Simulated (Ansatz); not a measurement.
Single points on C14H8O2⁻, that is phenanthrenequinone with one electron more.

```yaml
crystal:
  periodic: [false, false, false]
  atoms:
    - {symbol: O, position_ang: [-2.066573, 2.878412, -0.285290]}
    - {symbol: C, position_ang: [-1.199368, 1.976863, -0.192539]}
    - {symbol: C, position_ang: [0.261963, 2.297317, -0.192992]}
    - {symbol: O, position_ang: [0.672315, 3.478834, -0.288218]}
    - {symbol: C, position_ang: [1.208904, 1.162574, -0.078168]}
    - {symbol: C, position_ang: [2.594611, 1.466476, -0.078741]}
    - {symbol: C, position_ang: [3.562254, 0.471933, 0.025168]}
    - {symbol: C, position_ang: [3.159294, -0.881235, 0.134550]}
    - {symbol: C, position_ang: [1.800088, -1.201710, 0.136993]}
    - {symbol: C, position_ang: [0.793842, -0.207703, 0.032497]}
    - {symbol: C, position_ang: [-0.634067, -0.520815, 0.033088]}
    - {symbol: C, position_ang: [-1.131955, -1.844716, 0.137469]}
    - {symbol: C, position_ang: [-2.500551, -2.122378, 0.136325]}
    - {symbol: C, position_ang: [-3.432854, -1.061958, 0.028027]}
    - {symbol: C, position_ang: [-2.970250, 0.246273, -0.075778]}
    - {symbol: C, position_ang: [-1.584524, 0.550093, -0.076322]}
    - {symbol: H, position_ang: [2.848634, 2.534884, -0.166250]}
    - {symbol: H, position_ang: [4.634031, 0.731909, 0.022693]}
    - {symbol: H, position_ang: [3.911638, -1.682429, 0.217864]}
    - {symbol: H, position_ang: [1.508732, -2.259889, 0.223299]}
    - {symbol: H, position_ang: [-0.424461, -2.683962, 0.222298]}
    - {symbol: H, position_ang: [-2.848533, -3.164913, 0.219403]}
    - {symbol: H, position_ang: [-4.515076, -1.274303, 0.026569]}
    - {symbol: H, position_ang: [-3.648112, 1.110423, -0.161958]}
basis:
  gaussian: {orbitals: def2-SVP, initial_orbitals: start.molden}
total_charge: -1
magnetization: {spin_polarized: true, initial_magnetization: 1}
hamiltonian: {xc: pbe, dispersion: d4}
scf: {omitted_lower_state_checks: [starts]}
output: {orbitals: {seedname: orbitals}}
```

The file start.molden holds the orbitals of an earlier run on this structure, at another level or in another basis.

```sh
$ ansatz run in.yaml --threads 4 --pin off --events-out ev --progress --plain --max-ram 6963MiB
```

Shortened log:

```
Functional definition: PBE
2962 factors; their error is unknown
mean field evaluation 1: about -18708.0415 eV, gradient 7.1e0 eV
mean field evaluation 2: about -18708.2583 eV, gradient 2.4e-1 eV
mean field evaluation 4: about -18708.0636 eV, gradient 3.9e-3 eV
mean field -18708.06362349 eV, -687.5086573822 hartree, gradient 2.7e-5 eV, S^2 0.752474; 0 other end points of the search recorded, 0 dependent functions left out
reference -18708.06366361 eV, -687.5086588566 hartree; 55, 54 occupied and 209, 210 virtual orbitals, 2962 factors
Total energy: -18709.05940550 eV, -687.5452516962 hartree
Checks for a lower state left out: starts
```

Run time 11 s (4 threads of Arm Neoverse V2 on a shared host), peak host memory 0.62 GiB.

As the first input, with `hamiltonian: {xc: pbe0, dispersion: d4}` (abridged; 16 s):

```
Functional definition: PBE0
mean field -18708.94021377 eV, -687.5408714810 hartree, gradient 7.5e-5 eV, S^2 0.764143
Total energy: -18709.79374957 eV, -687.5722383429 hartree
Checks for a lower state left out: starts
```

Geometry: PBE-D4/def2-SVP.

At PBE-D4/def2-SVP the highest occupied level of the relaxed charge -1 doublet lies above zero (up to 0.45 eV). By energy differences its removal costs 1.76 eV (each at its own geometry, to the charge 0 singlet, at PBE-D4/def2-SVP); self-interaction error and the lack of diffuse functions both raise the level.
